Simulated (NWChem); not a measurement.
Program: NWChem. System: Au₂, charge 0, spin multiplicity 1, at a geometry optimised with PBE0/def2-SVP with def2 effective core potentials on Au. The structure started from a generated list of species. Level: EOM-CCSD/def2-SVPD with def2 effective core potentials on Au, 8 core orbitals frozen.

The NWChem input:

```
start mol
memory heap 100 mb stack 700 mb global 1900 mb
geometry units angstroms nocenter noautoz
  Au     0.000000     0.000000     1.269942
  Au     0.000000     0.000000    -1.269942
  symmetry group D2h
end
basis spherical
  * library def2-svpd
end
ecp
  Au library def2-ecp
end
scf
  rhf
  nopen 0
  maxiter 100
  thresh 1e-7
  semidirect memsize 60000000 filesize 0
end
tce
  freeze core 8
  ccsd
  nroots 1
  2eorb
  2emet 13
  thresh 1e-5
  maxiter 200
  tilesize 24
end
task tce energy
```

Output (cleaned and shortened):

```
             Northwest Computational Chemistry Package (NWChem) 7.3.0
             --------------------------------------------------------

                                NWChem Input Module
                                -------------------

 Scaling coordinates for geometry "geometry" by  1.889725989
 (inverse scale =  0.529177249)

 Turning off AUTOSYM since
 SYMMETRY directive was detected!

                             Geometry "geometry" -> ""
                             -------------------------

 Output coordinates in angstroms (scale by  1.889725989 to convert to a.u.)

  No.       Tag          Charge          X              Y              Z
 ---- ---------------- ---------- -------------- -------------- --------------
    1 Au                  79.0000     0.00000000     0.00000000     1.26994200
    2 Au                  79.0000     0.00000000     0.00000000    -1.26994200

 Effective nuclear repulsion energy (a.u.)    1300.2937185348

            Nuclear Dipole moment (a.u.)
            ----------------------------
        X                 Y               Z
 ---------------- ---------------- ----------------
     0.0000000000     0.0000000000     0.0000000000

      Symmetry information
      --------------------

 Group name             D2h
 Group number             26
 Group order               8
 No. of unique centers     1

      Symmetry unique atoms

     1


 Summary of "ao basis" -> "" (spherical)
 ------------------------------------------------------------------------------
       Tag                 Description            Shells   Functions and Types
 ---------------- ------------------------------  ------  ---------------------
 *                         def2-svpd                  on all atoms

 Summary of "ao basis" -> "ao basis" (spherical)
 ------------------------------------------------------------------------------
       Tag                 Description            Shells   Functions and Types
 ---------------- ------------------------------  ------  ---------------------
 Au                        def2-svpd                13       35   6s4p2d1f
[...]
   0.0000132987028   0.1696160030981    4.61549     5.1     5.1

 Iteration  24 using   24 trial vectors
   0.0000062065594   0.1696160151719    4.61549     4.5     4.5
 --------------------------------------------------------------
 Iterations converged
 ------------------

 Excited state root  1
 Excitation energy / hartree =        0.169616015171883
                   / eV      =        4.615488573745724
 largest EOMCCSD amplitudes: R1 and R2

 Singles contributions
    23ag  (alpha) ---    17b3g (alpha)        0.1662615875
    20b1u (alpha) ---    11b2u (alpha)        0.8646894365
    26b1u (alpha) ---    11b2u (alpha)        0.1753736457
    28b1u (alpha) ---    11b2u (alpha)       -0.1341669846

 Doubles contributions
    20b1u (alpha)    20b1u (beta ) ---    19ag  (alpha)    17b3g (beta )        0.1312721974
    20b1u (alpha)    20b1u (beta ) ---    17b3g (alpha)    19ag  (beta )        0.1312721974

 =========================================
 Excited-state calculation ( b3u symmetry)
 =========================================
 Dim. of EOMCC iter. space      500

 EOMCCSD SOLVER TYPE  1
  maxdiff =   0.35847518731711486

 No. of initial right vectors    1

 EOM-CCSD right-hand side iterations
 --------------------------------------------------------------
      Residuum       Omega / hartree  Omega / eV    Cpu    Wall
 --------------------------------------------------------------

 Iteration   1 using    1 trial vectors
   0.3111178552855   0.2804779300358    7.63220     6.6     6.6

 Iteration   2 using    2 trial vectors
   0.0851464933139   0.2310210219013    6.28640     4.6     4.6

 Iteration   3 using    3 trial vectors
   0.0463254209314   0.2257248353929    6.14229     4.8     4.8

 Iteration   4 using    4 trial vectors
   0.0448922196696   0.2223831142945    6.05136     4.5     4.5

 Iteration   5 using    5 trial vectors
   0.0928784659693   0.2138885038850    5.82020     6.5     6.5

 Iteration   6 using    6 trial vectors
   0.1839170907847   0.1647230755082    4.48234     7.2     7.2

 Iteration   7 using    7 trial vectors
   0.1033532063172   0.1273904899879    3.46647     7.0     7.0

 Iteration   8 using    8 trial vectors
   0.0433452806258   0.1185973815533    3.22720     7.0     7.0

 Iteration   9 using    9 trial vectors
   0.0179900907221   0.1162497315964    3.16332     7.3     7.3

 Iteration  10 using   10 trial vectors
   0.0096838104431   0.1160796161477    3.15869     6.5     6.5

 Iteration  11 using   11 trial vectors
   0.0039546056952   0.1159819278672    3.15603     6.4     6.4

 Iteration  12 using   12 trial vectors
   0.0013910550830   0.1158958384611    3.15369     7.9     7.9

 Iteration  13 using   13 trial vectors
   0.0005407767717   0.1159360268787    3.15478     7.5     7.5

 Iteration  14 using   14 trial vectors
   0.0001975513373   0.1159143019618    3.15419     7.8     7.8

 Iteration  15 using   15 trial vectors
   0.0000830926459   0.1159203503200    3.15435     7.0     7.0

 Iteration  16 using   16 trial vectors
   0.0000384749212   0.1159169699710    3.15426     5.5     5.5

 Iteration  17 using   17 trial vectors
   0.0000159594006   0.1159181964210    3.15430     5.0     5.0

 Iteration  18 using   18 trial vectors
   0.0000057892721   0.1159177672244    3.15428     6.3     6.3
 --------------------------------------------------------------
 Iterations converged
 ------------------

 Excited state root  1
 Excitation energy / hartree =        0.115917767224430
                   / eV      =        3.154284278971550
 largest EOMCCSD amplitudes: R1 and R2

 Singles contributions
    20b1u (alpha) ---    16b2g (alpha)        0.8936730134
    26b1u (alpha) ---    16b2g (alpha)        0.1806268134
    28b1u (alpha) ---    16b2g (alpha)       -0.1371921474

 Doubles contributions

 Task  times  cpu:      832.9s     wall:      832.9s

 Total times  cpu:      833.0s     wall:      833.0s
```
